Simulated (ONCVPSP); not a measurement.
## Configuration tests for selenium (ONCV)

Se (Z = 34), optimised norm-conserving Vanderbilt (ONCV), made with ONCVPSP 4.0.1 (PBEsol, scalar-relativistic). Core [Ar] 3d10, reference 4s2 4p4. Waves: 4s: rc 1.55 bohr, ncon 5, nbas 8, qcut 3.2 1/bohr, 2 projectors, debl 3.6 Ha; 4p: rc 1.80 bohr, ncon 4, nbas 7, qcut 4.9 1/bohr, 2 projectors, debl 3.9 Ha. Local part: polynomial inside 1.20 bohr (lpopt 3, dvloc0 2 Ha). Core correction: Teter function fitted to the true core (icmod 2), fcfact 0.35.

Energies are relative to the spin-unpolarised reference configuration 4s2 4p4; without spin polarisation the order of configurations can differ from experiment.

(1) Give the all-electron excitation energy and the error of the potential for: 4s2 4p3; 4s2 4p2; 4s2 4p1; 4s0 4p6.

Levels in the configuration 4s2 4p2:

```
level  all-electron (eV)  pseudo (eV)
   4s            -37.669      -37.696
   4p            -25.491      -25.502
```

Results:

(1)

```
valence configuration  charge  ΔE all-electron (eV)  error AE − PS (meV)
              4s2 4p3      +1                10.850                 -2.3
              4s2 4p2      +2                31.217                  -11
              4s2 4p1      +3                62.119                  -38
              4s0 4p6       0                21.980                  -26
```
